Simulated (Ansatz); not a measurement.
`CN(C)P` + H₂Te → `P[TeH]` + dimethylamine at 500 K and 1 bar (ligand exchange at a P–N bond).

Gas-phase electronic energies from Ansatz, PBE0-D4/def2-TZVP geometries. CCSD(T)/CBS is the MP2 limit (def2-TZVPP, def2-QZVPP) plus CCSD(T) − MP2 in def2-TZVPP, frozen cores. def2 core potentials past Kr. For Te outer-core shells are correlated without core-valence functions, which leaves a few kJ/mol of doubt a bond. One conformer a species, not always the lowest.

```
 species  CCSD(T)/CBS energy (Eh)  H − E (kJ/mol)  S (J/(mol·K))
`CN(C)P`               -476.53702           304.9          374.4
    H₂Te               -268.91024            48.9          247.6
`P[TeH]`               -610.46278            90.9          324.3
   `CNC`               -135.00321           273.8          313.8
```

H − E and S are ideal-gas, rigid-rotor, harmonic terms from PBE0-D4/def2-TZVP, for one conformer and one mirror image of each species. 1 Eh = 2625.50 kJ/mol, R = 8.31446 J/(mol·K).

Problem. By hand: ΔE, ΔH, ΔS and ΔG.

Solution. ΔE = (-610.46278) + (-135.00321) − (-476.53702) − (-268.91024) = -0.01873 Eh = -49.2 kJ/mol. Δ(H − E) = 90.9 + 273.8 − 304.9 − 48.9 = 10.9, so ΔH = -38.3 kJ/mol. ΔS = 324.3 + 313.8 − 374.4 − 247.6 = 16.1 J/(mol·K). ΔG = -38.3 − 500 × (16.1)/1000 = -46.3 kJ/mol.

Problem. By hand: the equilibrium constant, and the temperature at which ΔG would vanish if ΔH and ΔS stayed fixed.

Solution. log₁₀ K = −ΔG/(RT ln 10) = 4.8. ΔH and −TΔS have one sign here, so there is no such temperature.

ΔH outweighs TΔS. A doubt of 5 kJ/mol in ΔE shifts log₁₀ K by 0.5 here. Other conformers and mirror images would add mixing entropy, several J/(mol·K) or more a flexible species. These are equilibria of isolated gas molecules and say nothing of rates. Largest T1 diagnostic: 0.011 (customary marks: 0.02 for closed shells, 0.045 for open ones).
